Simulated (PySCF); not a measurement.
These are PySCF with PBE-D3(BJ)/def2-TZVP // B3LYP-D3(BJ)/def2-TZVP values and carry that method's errors. Isolated molecules, 0 K electronic values unless said otherwise. One relaxed conformer stands for a flexible species; it need not be the lowest. Excitations are Tamm–Dancoff values on a coarser integration grid. The basis has no diffuse functions, so Rydberg states are missing or too high.

Reference species (SMILES): `C=BCN` (neutral, multiplicity 1).

* **S1 oscillator strength**: 0.000
* **S1 excitation (TDA)**: 3.63 eV
* **HOMO**: -5.28 eV
* **HOMO–LUMO gap**: 3.58 eV

After one change: the S1 oscillator strength hardly moves; the S1 excitation (TDA) decreases by 0.62 eV; the HOMO falls by 0.43 eV; the HOMO–LUMO gap decreases by 0.71 eV.

### Question
Which change was made? The new species is one of these.
A) `B/C=N/C`
B) `C=NBC`
C) `[H]/N=C\CB`
D) `C=BNC`

### Answer
A, `B/C=N/C`
